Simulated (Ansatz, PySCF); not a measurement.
C₄H₇FSi, SMILES F[C@]1([SiH3])C=CC1.

Geometry: PBE0-D3(BJ)/def2-SVP. The structure was generated by enumeration; whether it is a known compound was not checked.

Vertical ionisation energy (IE) and electron affinity (EA) in eV. Rows of orbital energies are one-electron estimates. Where ΔSCF, EOM or ADC give a negative EA the extra electron is unbound and the value depends on the basis.

| level | IE | EA |
|---|---|---|
| −ε(HOMO), −ε(LUMO), ωB97X/def2-TZVP (PySCF) | 9.92 | -1.71 |
| −ε(HOMO), −ε(LUMO), PBE/def2-TZVP (PySCF) | 6.45 | 1.48 |
| ΔSCF, CAM-B3LYP/def2-SVPD (Ansatz), final states of multiplicity 2 and 2 | 9.78 | -1.27 |
| ΔSCF, PBE/def2-SVPD (Ansatz), final states of multiplicity 2 and 2 | 9.44 | -1.01 |

Q: What vertical singlet–triplet gap does ΔSCF give with CAM-B3LYP/def2-SVPD (Ansatz, an electronic-structure program) and with PBE/def2-SVPD (Ansatz)? (Estimate from the structure and the level; the computed values follow.)

A: 4.13 and 4.15 eV (triplet above singlet where positive).
